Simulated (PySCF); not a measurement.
## Splitting trees

Atom-mapped SMILES (the numbers label the heavy atoms): `[O:1]=[CH:2][O:3][c:4]1[cH:5][cH:6][cH:7][n:8][cH:9]1`; H(Xn) means a hydrogen on atom n.

Theoretical values (PySCF 2.14): coordinates at the PBE0-D3(BJ)/def2-SVP level, NMR shieldings at CAM-B3LYP/pcSseg-1/GIAO, J: B3LYP/pcJ-1 (without the spin–dipole term). Relativity neglected, no solvent model, single conformer.

Chemical shifts δ = σref − σ; TMS for 13C (σref 182.45), 1H (σref 31.33), all at this level.

Spectrometer: 800 MHz for 1H. First-order analysis; couplings under 1 Hz (under 4 Hz in carbon signals) are ignored, and nearly equal couplings are merged; the smaller ones broaden or split the lines further.

Task: What pattern does C5 show in the proton-coupled 13C spectrum?

Result: A doublet of doublets of doublets at δ 135.1: 181.1 Hz to H(C5) (1 × 1H, 1 bond away), 7.2 Hz to H(C7) (1 × 1H, 3 bonds away), 4.0 Hz to H(C9) (1 × 1H, 3 bonds away). Lines in Hz from the centre (relative intensity): +96.2 (1), +92.2 (1), +89.0 (1), +85.0 (1), -85.0 (1), -89.0 (1), -92.2 (1), -96.2 (1). The outer lines are 192.3 Hz apart, the sum of the couplings kept, or 0.956 ppm at this field.

Task: What pattern does H(C5) show (1H)?

Result: A doublet of doublets of doublets at δ 9.20: 9.7 Hz to H(C6) (1 × 1H, 3 bonds away), 2.8 Hz to H(C9) (1 × 1H, 4 bonds away), 1.3 Hz to H(C7) (1 × 1H, 4 bonds away). Lines in Hz from the centre (relative intensity): +6.9 (1), +5.6 (1), +4.1 (1), +2.8 (1), -2.8 (1), -4.1 (1), -5.6 (1), -6.9 (1). The outer lines are 13.8 Hz apart, the sum of the couplings kept, or 0.017 ppm at this field.

Task: What pattern does H(C9) show (1H)?

Result: A doublet at δ 8.64: 2.8 Hz to H(C5) (1 × 1H, 4 bonds away). Lines in Hz from the centre (relative intensity): +1.4 (1), -1.4 (1). The outer lines are 2.8 Hz apart, the sum of the couplings kept, or 0.003 ppm at this field.

Task: What pattern does C4 show in the proton-coupled 13C spectrum?

Result: A doublet of doublets at δ 157.6: 9.5 Hz to H(C6) (1 × 1H, 3 bonds away), 8.5 Hz to H(C2) (1 × 1H, 3 bonds away). Lines in Hz from the centre (relative intensity): +9.0 (1), +0.5 (1), -0.5 (1), -9.0 (1). The outer lines are 18.0 Hz apart, the sum of the couplings kept, or 0.089 ppm at this field.

Unscaled 3J(H,H) at this level run about 10 % above measured values.
